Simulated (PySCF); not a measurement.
Computed Raman spectrum (relative Raman activity) of a molecule CH₆F₂OSi₂. Geometry: ωB97X-D3(BJ)/def2-SVP. The values are those of a single conformer. Level of theory: ωB97X-D3(BJ)/def2-SVP run with PySCF 2.14.0. Frequencies are harmonic and unscaled.

Lines under 2 % of the strongest are left out, and lines within 2 cm⁻¹ are merged.

| ν (cm⁻¹) | relative intensity |
|---|---|
| 565 | 3.9 |
| 602 | 5.9 |
| 714 | 3.2 |
| 757 | 11 |
| 842 | 6.6 |
| 874 | 4.4 |
| 910 | 2.7 |
| 969 | 6.9 |
| 989 | 6.5 |
| 1381 | 3.0 |
| 2268 | 9.8 |
| 2275 | 100 |
| 2286 | 85 |
| 3079 | 43 |
| 3866 | 20 |

**Question.** Which molecule gave these data?
(A) C[SiH2]O[SiH](F)F
(B) OC([SiH2]F)[SiH2]F
(C) O[Si@H]([SiH3])C(F)F
(D) O[SiH2][C@@H](F)[SiH2]F

**Answer.** B, OC([SiH2]F)[SiH2]F
